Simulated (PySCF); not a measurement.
**Spin states and ions at one geometry of W6**

PySCF 2.14.0, UKS PBE, W def2-SVP with ECP60; non-relativistic Hamiltonian with scalar-relativistic core potentials where named; density fitting; no spin-orbit coupling; singlets restricted, open shells unrestricted. The geometry is relaxed for charge 0, triplet, vacuum:

```xyz
6

W     1.8090   -0.0002    0.0000
W     0.0002    1.7540   -0.0003
W    -1.8090    0.0002    0.0000
W    -0.0002   -1.7540    0.0003
W     0.0000    0.0003    1.8089
W     0.0000   -0.0003   -1.8089
```

Energies count from the relaxed state; an electron taken off or put on is at rest in vacuum. Charges and spins are Mulliken's.

```json
{"state": "charge 0, triplet, vacuum", "energy (eV)": "0.00", "spin squared": "2.02", "charge on W1 (e)": "-0.03", "spin on W1 (e)": "0.51", "dipole about the centre of mass (D)": "0.00"}
{"state": "charge 0, quintet, vacuum", "energy (eV)": "0.59", "spin squared": "6.03", "charge on W1 (e)": "-0.03", "spin on W1 (e)": "0.56", "dipole about the centre of mass (D)": "0.00"}
{"state": "charge +1, doublet, vacuum", "energy (eV)": "5.37", "spin squared": "0.76", "charge on W1 (e)": "0.19", "spin on W1 (e)": "-0.01", "dipole about the centre of mass (D)": "0.01"}
{"state": "charge +1, quartet, vacuum", "energy (eV)": "5.97", "spin squared": "3.80", "charge on W1 (e)": "0.25", "spin on W1 (e)": "1.10", "dipole about the centre of mass (D)": "0.00"}
{"state": "charge -1, doublet, vacuum", "energy (eV)": "-1.26", "spin squared": "1.83", "charge on W1 (e)": "-0.17", "spin on W1 (e)": "0.47", "dipole about the centre of mass (D)": "0.01"}
```

Task: What does the state charge -1, quartet, vacuum give?

Result: energy (eV) -1.37, spin squared 3.76, charge on W1 (e) -0.17, spin on W1 (e) 0.53, dipole about the centre of mass (D) 0.01.

With an electron taken off (doublet, the lower of the two states computed) the charges change, summed by element, by W +1.00 e. The vertical ionisation energy is 5.37 eV, against −ε(HOMO) = 3.40 eV over both spins of the relaxed state. The level lies 2.0 eV too high, as is usual for semilocal functionals and global hybrids, which keep a self-interaction error.

With an electron put on (quartet, the lower of the two states computed) the charges change, summed by element, by W -1.00 e. The vertical electron affinity is 1.37 eV, against −ε(LUMO) = 3.22 eV over both spins of the relaxed state. The basis has no diffuse functions, which an added electron needs. The added electron's level lies above zero.

Open shells may have lower solutions than those found. Hard to converge, so the more doubtful: charge -1, quartet, vacuum. Spin squared well over S(S+1) tells of spin contamination.

No frequency check is given that shows the relaxed geometry to be a minimum.
